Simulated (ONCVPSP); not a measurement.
**Dy (Z = 66), ONCV: configuration errors across variants**

* Element: dysprosium
* Generator: ONCVPSP 4.0.1
* Type: optimised norm-conserving Vanderbilt (ONCV)
* Functional: Wu-Cohen
* Relativity: scalar-relativistic
* Frozen core: [Kr] 4d10 4f9
* Valence charge: 11
* Reference configuration: 5s2 5p6 5d1 6s1 6p1
* Partial waves: 5s+6s: rc 2.05 bohr, ncon 4, nbas 9, qcut 7.6 1/bohr, 2 projectors; 5p+6p: rc 2.60 bohr, ncon 4, nbas 9, qcut 4.6 1/bohr, 2 projectors; 5d: rc 2.20 bohr, ncon 4, nbas 7, qcut 4.6 1/bohr, 1 projector
* Local potential: polynomial inside 2.00 bohr (lpopt 5, dvloc0 4 Ha)
* Core correction: Teter function, fcfact 4.25, rcfact 1.45

All-electron excitation energies from the reference (eV): (1) 5s2 5p6 5d1 6s2 6p0 -3.068; (2) 5s2 5p6 5d1 6s1 6p0 3.801; (3) 5s2 5p6 5d1 6s0 6p0 16.115; (4) 5s2 5p6 5d1.5 6s1.5 6p0 -2.046.

2 further variants failed, have other tests or too few solved ones, and are left out.

A true bound ghost makes a file unfit for plane-wave use even where its test errors are small: the radial tests pick states by their node count and pass the ghost by.

Errors AE − PS in meV (a dash: test not solved or not reliable):

```tsv
change	(1)	(2)	(3)	(4)	bound ghosts	GHOST(+) flags above zero
base	+1.9	-3.3	+4.2	-2.2	none	s
core correction polynomial model core, fcfact 0.3	-0.6	-1.9	-17	-5.8	none	s
s: nbas 8	+1.9	-3.3	+4.2	-2.2	none	s
core correction Teter function, fcfact 4.25, rcfact 2	-3.9	-4.2	-144	-15	none	s
local potential polynomial inside 2.00 bohr (lpopt 5, dvloc0 4.5 Ha)	+1.9	-3.3	+4.1	-2.3	none	s
d: qcut 4.8	+1.9	-3.3	+4.2	-2.2	none	s
s: nproj 3	+1.8	-3.3	+4.1	-2.3	none	s
s: rc 2.6	+1.8	-3.3	+3.7	-2.1	none	s
local potential polynomial inside 1.55 bohr (lpopt 5, dvloc0 0 Ha)	+1.9	-3.3	+4.5	-2.1	none	s
core correction Teter function, fcfact 5.5, rcfact 1.45	+1.8	-3.3	+3.9	-2.2	none	s
```

Q: Give the same row for: all radii but the core radius scaled by about 0.90 (s 1.84, p 2.32, d 1.98 bohr); local potential polynomial inside 1.80 bohr (lpopt 5, dvloc0 4 Ha).

A: +1.9, -3.3, +4.8, -2.2; bound ghosts: s; GHOST(+) flags above zero: none.
